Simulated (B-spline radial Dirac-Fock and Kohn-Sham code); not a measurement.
## X-ray emission lines of V

System: atomic vanadium in the configuration [Ar] 3d3 4s2.

Input of the calculation (task.json; shells as n, l, electrons):

```json
{"items": [{
  "Z": 23,
  "q": 0,
  "cfg": [[1, 0, 2], [2, 0, 2], [2, 1, 6], [3, 0, 2], [3, 1, 6], [3, 2, 3], [4, 0, 2]],
  "A": 51,
  "rrms": 3.6002,
  "do": ["binding"],
  "screen": [3, 2]
}]}
```

Run with: `python xray_run.py task.json out`

These are calculated numbers from a B-spline atomic structure program; the model is ΔSCF Dirac-Fock with Breit, self-energy and vacuum polarisation, finite nucleus, configuration average. A line energy is the difference of two single-hole energies; the list is a selection of electric-dipole transitions between resolved j subshells. Correlation energy is missing from these numbers.

| line | energy (eV) | wavelength (Å) | tabulated (eV) | difference (eV) |
| --- | --- | --- | --- | --- |
| K-M3 | 5425.9 | 2.2850 | 5427.3 | -1.4 |
| K-M2 | 5425.1 | 2.2854 | 5427.3 | -2.2 |
| K-L3 | 4950.7 | 2.5044 | 4952.2 | -1.5 |
| K-L2 | 4943.8 | 2.5079 | 4944.6 | -0.8 |
| L1-M3 | 590.3 | 21.004 | 590.4 | -0.1 |
| L1-M2 | 589.5 | 21.032 | 590.4 | -0.9 |
| L2-N1 | 526.8 | 23.535 | – | – |
| L3-N1 | 519.9 | 23.848 | – | – |
| L2-M1 | 449.5 | 27.583 | 454.0 | -4.5 |
| L3-M1 | 442.6 | 28.013 | 446.4 | -3.8 |

The tabulated energies are for the element in its standard state (xraylib 4.2 line table). The largest relative deviation is 0.99 %.
